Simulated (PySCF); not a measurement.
MoF3H3, SMILES [F][MoH3]([F])[F], multiplicity 1. Coordinates come from a B3LYP-D3(BJ)/def2-SVP optimisation. The multiplicity is an assumed one; no other spin state was optimised. The structure was generated by enumeration; whether it is a known compound was not checked. The def2 effective core potentials stand for the cores of Mo; spin–orbit coupling is left out.

The numbers are results of B3LYP-D3(BJ)/def2-SVP (PySCF), not measurements.

Harmonic wavenumbers (cm⁻¹): 161, 161, 260, 372, 664, 664, 670, 741, 742, 1009, 1010, 1156, 2035, 2035, 2084. Rotational constants (GHz): 4.693, 4.693, 2.638; symmetry number 3.

Problem. Work out the zero-point energy and the ideal-gas rigid-rotor harmonic-oscillator thermochemistry at 298.15 K and 1 atm.

Solution. ZPE = ½ Σ hcν = ½ × 13763 cm⁻¹ = 82.32 kJ/mol. H − E(el) = 99.40 kJ/mol. Entropy in J/(mol K): translation 171.72, rotation 100.14, vibration 40.25, total 312.11. G − E(el) = 6.35 kJ/mol. Cp = 84.50 J/(mol K).
